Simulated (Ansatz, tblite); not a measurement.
Forces on the cluster Si4Ni⁺ at its PBE-D4/def2-SVP geometry. The state is a doublet with charge 1.

The xTB rows come from tblite. Another isomer (doublet) lies 0.78 eV lower at PBE-D4/def2-TZVP; other spin states weren't run for this one.

GFN1-xTB (tblite), largest force 2.55 eV/Å:

```xyz
5
positions Å, forces eV/Å
Ni    2.819   -0.015    1.559   -0.523    0.003   -0.290
Si   -2.400    0.008   -1.320   -0.567    0.000   -0.309
Si   -0.340   -1.059   -1.026   -0.389   -0.553   -0.655
Si   -1.040    1.068    0.260   -0.755    0.561    0.018
Si    0.961   -0.003    0.527    2.234   -0.012    1.235
```

GFN2-xTB (tblite), largest force 2.22 eV/Å:

```
Ni 0.096 0.000 0.052
Si -0.293 0.002 -0.163
Si -0.671 -0.607 -0.849
Si -1.073 0.614 -0.111
Si 1.942 -0.009 1.071
```

PBE-D4/def2-TZVP (Ansatz), largest force 0.30 eV/Å:

```
Ni 0.120 0.000 0.066
Si 0.260 0.000 0.141
Si -0.074 0.008 -0.033
Si -0.069 -0.009 -0.044
Si -0.237 0.001 -0.130
```
